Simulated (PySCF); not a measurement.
C4H14OSi3.
Z-matrix (Å and degrees, PBE0-D3(BJ)/def2-SVP geometry), rows numbered from 1:
```
Si
Si  1  2.3512
O   2  1.6622  1  110.79
Si  3  1.6663  2  140.21  1    49.67
C   4  1.8707  3  110.50  2    55.92
C   5  1.5517  4  118.72  3  -171.91
C   6  1.5399  5   88.84  4   138.52
C   7  1.5395  6   88.96  5   -17.44
H   1  1.4957  2  110.69  3    58.51
H   1  1.4967  2  110.62  3   -61.65
H   1  1.4970  2  109.87  3   178.65
H   2  1.4985  1  109.15  3   121.68
H   2  1.4928  1  110.09  3  -119.80
H   4  1.4920  3  107.60  2   178.67
H   4  1.5000  3  109.00  2   -62.89
H   5  1.1033  4  109.74  3    59.86
H   6  1.1001  5  117.31  4  -100.28
H   6  1.1031  5  112.14  4    25.53
H   7  1.1007  6  117.86  5  -138.70
H   7  1.1009  6  111.40  5    95.19
H   8  1.1031  5  112.12  4   -26.05
H   8  1.1004  5  117.30  4    99.74
```

The calculation used delta-SCF UKS SCAN, pcX-2 on the ionised atom, pcseg-1 elsewhere, spin-free X2C in PySCF 2.14.0. Each 1s hole has a ground state of its own, since the core basis sits on the ionised atom alone.

```tsv
ionised atom	basis functions	E(ground) (Eh)	binding energy (eV)
C5	225	-1106.27691	289.946
C6	225	-1106.27586	290.514
C7	225	-1106.27596	290.494
O3	225	-1106.30709	537.483
Si1	236	-1106.32401	1846.119
Si2	236	-1106.33208	1846.948
Si4	236	-1106.33501	1846.844
```

Q: Fill in the total energy of each core-ionised state.

A: With binding energy = E(ionised) − E(ground) and 27.2114 eV a hartree:

```json
{"atom": "C5", "binding energy (Eh)": "10.6553", "E(ionised) (Eh)": "-1095.6216"}
{"atom": "C6", "binding energy (Eh)": "10.6762", "E(ionised) (Eh)": "-1095.5997"}
{"atom": "C7", "binding energy (Eh)": "10.6755", "E(ionised) (Eh)": "-1095.6005"}
{"atom": "O3", "binding energy (Eh)": "19.7521", "E(ionised) (Eh)": "-1086.5550"}
{"atom": "Si1", "binding energy (Eh)": "67.8436", "E(ionised) (Eh)": "-1038.4804"}
{"atom": "Si2", "binding energy (Eh)": "67.8741", "E(ionised) (Eh)": "-1038.4580"}
{"atom": "Si4", "binding energy (Eh)": "67.8703", "E(ionised) (Eh)": "-1038.4647"}
```

Q: How much do the ground-state energies differ, and what would follow from using one of them for all holes?

A: They run from -1106.3350 Eh (core basis on Si4) to -1106.2759 Eh (on C6), 0.0591 Eh or 1.61 eV apart, though the state is the same; only basis and grid differ. Pairing the ion of C6 with the ground state of Si4 would put its binding energy 1.61 eV too high.

The listed C 1s values span 0.56 eV, from C5 (bonded to 2 C, H and Si) to C6/C8 (bonded to 2 C and 2 H). Summing the Pauling electronegativity differences to the bonded atoms, each weighted by its formal bond order, gives -1.00 for the lowest site and -0.70 for the highest; no listed site has a larger sum than the highest. The values 290.49 and 290.51 eV lie too close for their order to be trusted.

Only 1s holes are shown. Topologically equivalent atoms share the value of their first member; where this conformer doesn't relate them by symmetry, their own values could differ. Isolated species at its PBE0-D3(BJ)/def2-SVP geometry (one conformer only).
